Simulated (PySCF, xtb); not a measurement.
GaHCl2, SMILES [Cl][GaH][Cl].

Harmonic wavenumbers (cm⁻¹) from GFN2-xTB (xtb) at its own minimum, in rising order: 111, 355, 358, 402, 513, 1658.

Question: What does ωB97X-D3(BJ)/def2-TZVP run with PySCF give at its own minimum? (The exact figures need the calculation; the answer reports its results.)

Answer: 137, 426, 455, 456, 619, 2101. Paired by order, the mean absolute difference is 133 cm⁻¹ and the zero-point energies are 4.9 and 6.0 kcal/mol.
